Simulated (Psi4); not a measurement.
Noncovalent pair: HCl (SMILES Cl) (first 2 atoms) with Cl2 (SMILES ClCl); geometry from B3LYP-D3(BJ)/def2-TZVP, rigid monomers moved along the line of their centres of mass till Cl1···Cl4 is 3.68 Å.
(charge 0, multiplicity 1):
```xyz
4

Cl     0.42444    -0.56667    -0.33205
H      0.01093     0.62974    -0.54127
Cl    -0.23364     0.65695     5.19512
Cl     0.03247     0.12715     3.26175
```

The numbers are results of SAPT0/jun-cc-pV(D+d)Z in Psi4 1.11, not measurements.

Question: Which attractive term is largest, and how does the interaction split up?

Answer: electrostatics -0.85, exchange 0.83, induction -0.21, dispersion -0.53, total -0.75 kcal/mol; the largest attraction is electrostatics.
